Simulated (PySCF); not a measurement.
**Dipole response of Re³⁺ (rhenium, charge +3)**

[Xe] 4f14 5d4, high-spin 5D determinant. Calculation: PySCF 2.14, in aug-cc-pVQZ-PP with ECP60MDF; a scalar-relativistic core potential. Coupled (time-dependent) response in atomic units; α is the mean over directions.

```tsv
method	mean α (bohr³)	α xx, yy, zz	C₆ (like pair)	S(−4)
r2SCAN0	7.174	6.795, 6.795, 7.933	37.75	13.30
```

S(−4) is the Cauchy moment in α(ω) = α(0) + S(−4) ω² + …

Spin-orbit coupling is absent.

α(iu) at r2SCAN0:

```csv
u (hartree),α(iu) (bohr³)
0,7.174
0.0500,7.141
0.100,7.045
0.200,6.704
0.300,6.244
0.500,5.274
0.750,4.254
1.00,3.474
1.50,2.410
2.00,1.745
3.00,1.010
5.00,0.4430
```

For an ion, C₆ is the dispersion term alone; charge-induced terms of lower order in 1/R come first.

The components differ because the open shell of this determinant is not spherical; for a pure term their mean is the scalar polarisability.

Energies and moments cover only the electrons outside the core potential. Spin-orbit coupling, absent here, splits the open shell strongly.
